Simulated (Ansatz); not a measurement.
`c1cc2c1cc1ccc3cc4ccc2c1c34`, relaxed as a singlet with RKS r2SCAN-D4/def2-SVP in Ansatz, starting from the GFN2-xTB geometry. Force threshold 0.03 eV/Å.

Start:

```xyz
24

C     3.425   -1.534   -0.173
C     3.510   -0.231    0.246
C     2.072   -0.045    0.175
C     1.967   -1.468   -0.284
C     0.848   -2.142   -0.597
C    -0.384   -1.388   -0.471
C    -1.688   -1.799   -0.721
C    -2.866   -0.991   -0.576
C    -2.689    0.296   -0.149
C    -2.999    1.733    0.271
C    -1.655    2.003    0.485
C    -0.485    2.736    0.821
C     0.731    2.096    0.730
C     0.964    0.724    0.319
C    -0.218   -0.040   -0.027
C    -1.352    0.643    0.088
H     4.142   -2.312   -0.354
H     4.322    0.415    0.523
H     0.835   -3.171   -0.923
H    -1.842   -2.816   -1.058
H    -3.823   -1.437   -0.810
H    -3.909    2.295    0.357
H    -0.519    3.768    1.142
H     1.616    2.664    0.987
```

Q: Estimate the energy that the relaxation releases and the steps that it takes.

A: 3.4 kcal/mol, in 5 steps; 54 s on 6 threads of Intel Xeon on a shared host. No frequencies were taken in this run, so the end may be a saddle point.

Q: Does the start keep its bonding and symmetry?

A: By distances, no bond broke or formed. The bond that changes most is C1–C2, from 1.37 to 1.40 Å (atoms count from 1). Point group Cs at the start, Cs at the end, both within 0.05 Å.

Q: Predict the relaxed structure.

A: 
```xyz
24

C     3.4442   -1.5512   -0.1761
C     3.5266   -0.2199    0.2507
C     2.0888   -0.0496    0.1768
C     1.9913   -1.4857   -0.2862
C     0.8492   -2.1568   -0.6021
C    -0.3857   -1.3944   -0.4725
C    -1.7019   -1.8218   -0.7301
C    -2.8905   -1.0030   -0.5819
C    -2.7056    0.3012   -0.1493
C    -3.0289    1.7449    0.2724
C    -1.6545    2.0093    0.4854
C    -0.4889    2.7603    0.8263
C     0.7476    2.1076    0.7357
C     0.9602    0.7250    0.3209
C    -0.2332   -0.0315   -0.0253
C    -1.3716    0.6543    0.0887
H     4.1861   -2.3329   -0.3561
H     4.3578    0.4314    0.5300
H     0.8405   -3.2002   -0.9334
H    -1.8476   -2.8525   -1.0715
H    -3.8615   -1.4506   -0.8165
H    -3.9513    2.3251    0.3656
H    -0.5113    3.8057    1.1503
H     1.6404    2.6855    0.9980
```
Bond lengths: 20 × C–C 1.33 to 1.54 Å; 8 × C–H 1.09 to 1.10 Å.
